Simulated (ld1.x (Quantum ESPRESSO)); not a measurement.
Mn: one change to an RRKJ potential, before and after

Mn, norm-conserving RRKJ (Kleinman–Bylander form), made with ld1.x (Quantum ESPRESSO) 7.5 (LDA (PZ), fully relativistic). Core [Ar], reference 3d5 4s2 4p0. Waves: 4s (bound): rc 2.40 bohr; 4p (bound, empty): rc 3.70 bohr; 3d (bound): rc 1.90 bohr; 4f channel at 0.25 Ry: rc 3.35 bohr. Local part: all-electron potential smoothed inside 3.10 bohr (lloc = -1). Core correction: none. rho0 = 0.02.

Open shells are filled in proportion to 2j + 1 (rel_dist='average').

Change: type TM; local potential the s channel; rho0 0.

Cutoffs: the cutoffs (Ry, on a coarse ladder) from which the occupation-weighted sum of valence levels, in a spherical-Bessel basis at the reference potential, stays within 10 and 1 mRy of its value at 400 Ry; they do not see the model core or the augmentation charge, which bear on the density cutoff. Errors are all-electron minus pseudo energies relative to the spin-unpolarised reference configuration.

Problem. Predict the effect on cutoff, ghosts and configuration errors.

Solution. The potential gets harder (50 Ry and 70 Ry → 70 Ry and 120 Ry); of the 7 tests that both files solve, the error grows in 4 and shrinks in 2 by more than 15 % and 0.3 meV (median size 25.9 → 39.1 meV); neither file shows a bound ghost. Several settings change at once here, so the effects cannot be laid on one of them.

```csv
quantity,base,changed
"cutoff, loose",50 Ry,70 Ry
"cutoff, tight",70 Ry,120 Ry
loose cutoff by channel (10 mRy a level),"s 18 Ry, d 45 Ry","d 70 Ry, s 6 Ry"
bound ghosts,none,none
"error for 3d5 4s1 4p0, meV [ΔE 8.65 eV]",+8.6,+5.2
"error for 3d5 4s0 4p0, meV [ΔE 24.53 eV]",+58,+39
"error for 3d4 4s0 4p0, meV [ΔE 57.34 eV]",-72,-129
"error for 3d5 4s0 4p1, meV [ΔE 13.47 eV]",+26,+27
"error for 3d5.5 4s1.5 4p0, meV [ΔE -0.51 eV]",-14,-43
"error for 3d6 4s0 4p0, meV [ΔE 7.02 eV]",-41,-207
"error for 3d5 4s0 4p2, meV [ΔE 8.08 eV]",+13,+18
s: phases at 4.00 bohr within 0.05 rad from the reference energy up to (Ry; the scan ends near 5),0.8,0.9
p1/2: phases at 4.00 bohr within 0.05 rad from the reference energy up to (Ry; the scan ends near 5),1.3,1.5
p3/2: phases at 4.00 bohr within 0.05 rad from the reference energy up to (Ry; the scan ends near 5),1.3,1.5
d3/2: phases at 4.00 bohr within 0.05 rad from the reference energy up to (Ry; the scan ends near 5),0.2,0.2
d5/2: phases at 4.00 bohr within 0.05 rad from the reference energy up to (Ry; the scan ends near 5),0.2,0.3
f5/2: phases at 4.00 bohr within 0.05 rad from the reference energy up to (Ry; the scan ends near 5),2.9,3.0
f7/2: phases at 4.00 bohr within 0.05 rad from the reference energy up to (Ry; the scan ends near 5),2.9,3.0
```
